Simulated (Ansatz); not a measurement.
Ansatz (a quantum-chemistry and plane-wave program) input (B3LYP-D3(BJ)/def2-TZVP):

Ansatz 0.2 input:
```yaml
crystal:
  periodic: [false, false, false]
  atoms:
    - {symbol: C, position_ang: [-0.92633203, -0.83515389, 0.14942639]}
    - {symbol: C, position_ang: [-1.08191267, 0.61934837, -0.17735766]}
    - {symbol: C, position_ang: [0.13991986, 0.13858855, 0.53854437]}
    - {symbol: N, position_ang: [1.41229113, 0.10243857, -0.22642661]}
    - {symbol: H, position_ang: [-0.72605721, -1.52596300, -0.65524140]}
    - {symbol: H, position_ang: [-1.53338238, -1.26092431, 0.93182930]}
    - {symbol: H, position_ang: [-1.79706933, 1.20420100, 0.37803583]}
    - {symbol: H, position_ang: [-0.98884182, 0.92945847, -1.20689907]}
    - {symbol: H, position_ang: [0.29698032, 0.38885634, 1.57786920]}
    - {symbol: H, position_ang: [1.88404593, 1.01719368, -0.19798993]}
    - {symbol: H, position_ang: [2.05079613, -0.60901693, 0.15602515]}
    - {symbol: H, position_ang: [1.21157699, -0.13208854, -1.20897541]}
basis:
  gaussian:
    orbitals: def2-TZVP
hamiltonian:
  xc: b3lyp
  dispersion: d3bj
total_charge: 1
relax: {f_tol: 0.002, max_steps: 150}
```

Output:

```
Functional definition: B3LYP
integrals: 0.07 GiB planned
1047 factors; their error is unknown
mean field: 0.77 GiB planned
mean field evaluation 1: about -4707.3908 eV, gradient 9.2e1 eV
mean field evaluation 2: about -4691.6576 eV, gradient 1.2e2 eV
mean field evaluation 4: about -4725.8268 eV, gradient 5.1e0 eV
mean field evaluation 8: about -4725.8809 eV, gradient 4.1e-2 eV
mean field evaluation 16: about -4725.8487 eV, gradient 1.0e-4 eV
mean field -4725.84871363 eV, -173.6717369305 hartree, gradient 2.0e-5 eV, S^2 0.000000; 0 other end points of the search recorded, 0 dependent functions left out
the calculation of the forces begins
reference -4725.84894262 eV, -173.6717453459 hartree; 16, 16 occupied and 156, 156 virtual orbitals, 1047 factors
relax step   1: F+E_penalty+E_count = -4726.19629049 eV  Δ(F+E_penalty+E_count) = +0.000e0 eV  max|allowed force component| = 4.976e-1 eV/Å  Δτ_max = 0.0000 Å  (29 SCF iters, accepted)
these checks for a lower state are left out or cut short: starts, cluster_reference, orbital_swaps, neighbouring_geometries, increment
integrals: 0.07 GiB planned
1047 factors; their error is unknown
mean field: 0.77 GiB planned
mean field -4725.86167570 eV, -173.6722132778 hartree, gradient 1.8e-5 eV, S^2 0.000000; 0 other end points of the search recorded, 0 dependent functions left out
the calculation of the forces begins
reference -4725.86190485 eV, -173.6722216991 hartree; 16, 16 occupied and 156, 156 virtual orbitals, 1047 factors
relax step   2: F+E_penalty+E_count = -4726.20876575 eV  Δ(F+E_penalty+E_count) = -1.248e-2 eV  max|allowed force component| = 2.278e-1 eV/Å  Δτ_max = 0.0221 Å  (32 SCF iters, accepted)
these checks for a lower state are left out or cut short: starts, cluster_reference, orbital_swaps, neighbouring_geometries, increment
integrals: 0.07 GiB planned
1047 factors; their error is unknown
mean field: 0.77 GiB planned
mean field evaluation 32: about -4725.8646 eV, gradient 1.9e-5 eV
mean field -4725.86464783 eV, -173.6723225017 hartree, gradient 1.9e-5 eV, S^2 0.000000; 0 other end points of the search recorded, 0 dependent functions left out
the calculation of the forces begins
reference -4725.86487705 eV, -173.6723309254 hartree; 16, 16 occupied and 156, 156 virtual orbitals, 1047 factors
relax step   3: F+E_penalty+E_count = -4726.21104403 eV  Δ(F+E_penalty+E_count) = -2.278e-3 eV  max|allowed force component| = 4.903e-2 eV/Å  Δτ_max = 0.0218 Å  (31 SCF iters, accepted)
these checks for a lower state are left out or cut short: starts, cluster_reference, orbital_swaps, neighbouring_geometries, increment
integrals: 0.07 GiB planned
1047 factors; their error is unknown
mean field: 0.77 GiB planned
mean field -4725.86473289 eV, -173.6723256277 hartree, gradient 1.9e-5 eV, S^2 0.000000; 0 other end points of the search recorded, 0 dependent functions left out
the calculation of the forces begins
reference -4725.86496218 eV, -173.6723340537 hartree; 16, 16 occupied and 156, 156 virtual orbitals, 1047 factors
relax step   4: F+E_penalty+E_count = -4726.21119158 eV  Δ(F+E_penalty+E_count) = -1.476e-4 eV  max|allowed force component| = 1.290e-2 eV/Å  Δτ_max = 0.0029 Å  (33 SCF iters, accepted)
these checks for a lower state are left out or cut short: starts, cluster_reference, orbital_swaps, neighbouring_geometries, increment
integrals: 0.07 GiB planned
1047 factors; their error is unknown
mean field: 0.77 GiB planned
mean field -4725.86475378 eV, -173.6723263951 hartree, gradient 1.9e-5 eV, S^2 0.000000; 0 other end points of the search recorded, 0 dependent functions left out
the calculation of the forces begins
reference -4725.86498307 eV, -173.6723348214 hartree; 16, 16 occupied and 156, 156 virtual orbitals, 1047 factors
relax step   5: F+E_penalty+E_count = -4726.21120988 eV  Δ(F+E_penalty+E_count) = -1.829e-5 eV  max|allowed force component| = 4.126e-3 eV/Å  Δτ_max = 0.0012 Å  (33 SCF iters, accepted)
these checks for a lower state are left out or cut short: starts, cluster_reference, orbital_swaps, neighbouring_geometries, increment
integrals: 0.07 GiB planned
1047 factors; their error is unknown
mean field: 0.77 GiB planned
mean field -4725.86475367 eV, -173.6723263913 hartree, gradient 1.9e-5 eV, S^2 0.000000; 0 other end points of the search recorded, 0 dependent functions left out
the calculation of the forces begins
reference -4725.86498296 eV, -173.6723348175 hartree; 16, 16 occupied and 156, 156 virtual orbitals, 1047 factors
relax step   6: F+E_penalty+E_count = -4726.21121233 eV  Δ(F+E_penalty+E_count) = -2.449e-6 eV  max|allowed force component| = 9.693e-4 eV/Å  Δτ_max = 0.0015 Å  (32 SCF iters, accepted)
integrals: 0.07 GiB planned
1047 factors; their error is unknown
mean field: 0.77 GiB planned
mean field evaluation 64: about -4725.8421 eV, gradient 5.1e0 eV
mean field -4725.86475367 eV, -173.6723263913 hartree, gradient 1.9e-5 eV, S^2 0.000000; 1 other end points of the search recorded, 0 dependent functions left out
the calculation of the forces begins
reference -4725.86498296 eV, -173.6723348175 hartree; 16, 16 occupied and 156, 156 virtual orbitals, 1047 factors
Total energy: -4726.21144162 eV, -173.6850669383 hartree
Atom 0 at    -0.938673    -0.840144     0.148175 Å, force     0.000162    -0.000194    -0.000143 eV/Å
Atom 1 at    -1.094287     0.621830    -0.178766 Å, force    -0.000126     0.000019     0.000411 eV/Å
Atom 2 at     0.123371     0.134877     0.533479 Å, force     0.000969     0.000592    -0.000497 eV/Å
Atom 3 at     1.413470     0.103069    -0.223330 Å, force    -0.000426    -0.000345     0.000368 eV/Å
Atom 4 at    -0.744892    -1.519474    -0.672744 Å, force    -0.000362     0.000080    -0.000109 eV/Å
Atom 5 at    -1.522149    -1.269355     0.949808 Å, force     0.000182    -0.000240    -0.000157 eV/Å
Atom 6 at    -1.787389     1.222205     0.392568 Å, force    -0.000034     0.000317    -0.000063 eV/Å
Atom 7 at    -1.004065     0.915544    -1.217299 Å, force    -0.000193    -0.000145     0.000107 eV/Å
Atom 8 at     0.301397     0.385370     1.569132 Å, force    -0.000479     0.000086     0.000268 eV/Å
Atom 9 at     1.884071     1.012804    -0.196802 Å, force    -0.000114     0.000215     0.000000 eV/Å
Atom 10 at     2.054643    -0.597278     0.161628 Å, force     0.000279    -0.000109     0.000156 eV/Å
Atom 11 at     1.256517    -0.132511    -1.207009 Å, force     0.000141    -0.000276    -0.000341 eV/Å
Dipole moment:     0.953366     0.060470    -0.183606 e Å
```

It need not be the lowest isomer of its formula.
